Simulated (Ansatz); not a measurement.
Ansatz (a first-principles code) input (PBE-QIDH/def2-TZVPD):

Ansatz 0.2 input:
```yaml
crystal:
  periodic: [false, false, false]
  atoms:
    - {symbol: O, position_ang: [-0.35430591, 1.36020506, 0.13305980]}
    - {symbol: S, position_ang: [-0.23161050, -0.04337790, -0.35678804]}
    - {symbol: O, position_ang: [-0.87606018, -1.00492282, 0.56807944]}
    - {symbol: O, position_ang: [1.48814623, -0.30474803, -0.07230899]}
    - {symbol: H, position_ang: [1.64352704, 0.28977270, 0.67796676]}
basis:
  gaussian:
    orbitals: def2-TZVPD
hamiltonian:
  xc: {name: PBE-QIDH}
total_charge: -1
magnetization: {spin_polarized: false}
correlation: {electrons: outside_noble_gas}
```

Output:

```
Functional definition: PBE-QIDH
integrals: 0.24 GiB planned
1109 factors; integrals over basis functions are off by at most 8.3e-4 eV
mean field: 0.77 GiB planned
mean field evaluation 1: about -16969.6920 eV, gradient 4.8e1 eV
mean field evaluation 2: about -16970.1512 eV, gradient 4.9e1 eV
mean field evaluation 4: about -16974.3733 eV, gradient 4.9e0 eV
mean field evaluation 8: about -16974.4495 eV, gradient 1.0e0 eV
mean field evaluation 16: about -16974.4513 eV, gradient 6.8e-4 eV
mean field -16974.45132704 eV, -623.7995805722 hartree, gradient 4.7e-6 eV, S^2 0.000000; 0 other end points of the search recorded, 0 dependent functions left out
8 core orbitals not correlated
reference -16974.45134250 eV, -623.7995811404 hartree; 13, 13 occupied and 154, 154 virtual orbitals, 1109 factors
second order -28.49516267 eV of doubles, -0.00000000 eV of singles
Total energy: -16983.94973006 eV, -624.1486404450 hartree
```
